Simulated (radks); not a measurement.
The numbers below are computed, except where a source is named.
Spin polarisation of the 4f3 shell in Pr. Start: [Xe] 4f(up 1.5, down 1.5) 6s2; electrons of 4f are moved from spin down to spin up, other shells keep equal spins. Level of theory: scalar-relativistic Kohn-Sham, BLYP, spin-polarised, spherical densities, finite nucleus; Fermi nuclear charge, rms radius of each element as measured or else 0.836 A^(1/3) + 0.57 fm (a radial shooting solver on a logarithmic mesh with Libxc functionals).

| moment (Bohr magnetons) | E - E(0) (eV) | e(4f up) (eV) | e(4f down) (eV) | 6s down minus up (eV) | 5p down minus up (eV) |
|---|---|---|---|---|---|
| 0 | 0.000 | -1.029 | -1.029 | 0.000 | 0.000 |
| 0.75 | -0.082 | -1.231 | -0.794 | 0.033 | 0.259 |
| 1.5 | -0.328 | -1.397 | -0.527 | 0.066 | 0.517 |
| 2.25 | -0.735 | -1.521 | -0.225 | 0.100 | 0.775 |

At moment 2.25 the spin-polarisation energy is -0.735 eV and the 4f exchange splitting 1.296 eV, that is 0.576 eV per Bohr magneton; E = -I m^2/4 would give I = 0.580 eV.
